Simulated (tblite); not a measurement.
Compound: C8H13P.
SMILES with atom numbers: `[CH2:1]=[CH:2][C:3]1=[C:4]([CH3:5])[CH2:6][P:7]([CH3:8])[CH2:9]1` (hydrogens: H10, H11 on C1; H12 on C2; H13, H14, H15 on C5; H16, H17 on C6; H18, H19, H20 on C8; H21, H22 on C9)

Structure used (GFN2-xTB), in Å, numbered top down from 1:
```xyz
22
C8H13P angstrom
C     -2.3921   -1.7139    0.9105
C     -1.7398   -0.5553    0.9334
C     -0.6946   -0.1633    0.0112
C     -0.1189    1.0467   -0.0477
C     -0.4046    2.2438    0.7976
C      0.9211    1.2213   -1.1182
P      1.3994   -0.4849   -1.6961
C      2.4819   -0.9261   -0.2568
C     -0.1939   -1.1586   -1.0057
H     -2.1969   -2.4769    0.1766
H     -3.1591   -1.9380    1.6322
H     -1.9946    0.1689    1.6961
H      0.4734    2.4972    1.3941
H     -0.6270    3.1008    0.1615
H     -1.2434    2.0847    1.4682
H      1.7974    1.7715   -0.7658
H      0.5038    1.7823   -1.9619
H      3.4261   -0.3914   -0.3446
H      2.0014   -0.6734    0.6875
H      2.6894   -1.9943   -0.2867
H     -0.0195   -2.1449   -0.5702
H     -0.9200   -1.2769   -1.8161
```

Computed values, GFN2-xTB/tblite, gas phase, harmonic and unscaled. This tight-binding method is rough: wavenumbers can miss measured ones by several per cent, in bad cases by 10 to 20. One conformer, not necessarily the lowest.

Harmonic wavenumbers (cm⁻¹): 62.3, 84.5, 96.9, 118.6, 190.4, 214.4, 258.6, 262.6, 294.8, 317.9, 434.5, 447.1, 493.9, 526.1, 658.4, 703.5, 736.3, 757.1, 766.9, 783.6, 813.6, 877.0, 891.9, 902.0, 950.3, 999.1, 1005.5, 1012.7, 1059.8, 1094.6, 1105.0, 1175.9, 1182.4, 1232.0, 1285.2, 1312.2, 1314.0, 1404.8, 1415.4, 1433.0, 1439.0, 1448.2, 1459.7, 1473.5, 1483.4, 1661.7, 1678.6, 2912.7, 2928.1, 2951.9, 2961.2, 2983.4, 2992.3, 3005.2, 3010.1, 3014.2, 3052.0, 3059.2, 3109.0, 3131.3.

A = 1874, B = 1132, C = 832.0 MHz; mass 140.075 u (most abundant isotopes); point group C1, symmetry number 1.

Problem. What is the zero-point energy?

Solution. Half the sum of the wavenumbers: 40215 cm⁻¹ = 114.98 kcal/mol.

Problem. Entropy at 298.15 K, 1 bar (ideal gas, RRHO, classical rotation)?

Solution. Translation 40.75, rotation 29.59, vibration 31.22: S = 101.6 cal/(mol K).

Problem. And Cp and H(298.15 K) − H(0)?

Solution. Cp = 42.54 cal/(mol K), of which vibrations give 34.59 (their classical limit is 60 R = 119.2); H(298.15 K) − H(0) = 7.45 kcal/mol without the zero-point energy, 5.08 from vibrations.

Problem. How do the functions run with temperature in this model?

Solution. 
| T (K) | S (cal/(mol K)) | Cp (cal/(mol K)) | H − H(0) (kcal/mol) | G − H(0) (kcal/mol) | ln q(vib) |
| --- | --- | --- | --- | --- | --- |
| 100 | 70.0 | 19.7 | 1.32 | -5.68 | 1.55 |
| 200 | 87.1 | 30.9 | 3.85 | -13.57 | 4.33 |
| 300 | 101.8 | 42.8 | 7.53 | -23.02 | 7.19 |
| 500 | 128.9 | 64.2 | 18.33 | -46.14 | 12.98 |
| 800 | 164.1 | 85.1 | 41.00 | -90.27 | 21.44 |
| 1000 | 184.1 | 94.2 | 58.98 | -125.12 | 26.73 |

q(vib) and H(0) count from the zero-point level.

Problem. What must be added to the electronic energy to get the Gibbs energy at 298.15 K and 1 bar?

Solution. ZPE + [H(298.15 K) − H(0)] − T·S = 114.98 + 7.45 − 30.28 = 92.15 kcal/mol.

Problem. Blend soft modes into free rotors: weight 1/[1 + (100 cm⁻¹/ν̃)⁴] for the oscillator and the rest for a rotor with moment μB/(μ + B), μ = h/(8π²ν), B = 10⁻⁴⁴ kg m². What vibrational entropy results?

Solution. 29.35 cal/(mol K) in place of 31.22, which changes −T·S at 298.15 K by +0.56 kcal/mol.

Hindered rotation and anharmonicity are outside this model. Other conformers, if any are populated, would add a mixing term that is left out. The structure is chiral; the term R ln 2 for an equal mix with its mirror image is left out.
